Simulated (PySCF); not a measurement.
Computed shifts of a molecule C5H6O2, PBE/pcSseg-1 (PySCF), GIAO, gas phase, equivalent atoms averaged, in ppm (number of nuclei): ¹³C: 196.5 (1), 155.8 (1), 134.9 (1), 80.2 (1), 72.4 (1). ¹H: 7.34 (1), 6.34 (1), 4.75 (2), 4.42 (2). References: ¹⁷O against H2O (σ = 334.3 ppm); ¹³C against TMS (σ = 182.0 ppm); ¹H against TMS (σ = 31.49 ppm), references at their B3LYP-D3(BJ)/def2-TZVP geometries, non-relativistic. The structure is a stationary point at B3LYP-D3(BJ)/def2-SVP. One conformer was computed; it need not be the lowest.

### Question
Identify the compound among the candidates.
A. O=C1CC=CCO1
B. O=C1C=CCOC1
C. C=C=CC(=O)OC
D. C=CC=C1OCO1

### Answer
B, O=C1C=CCOC1
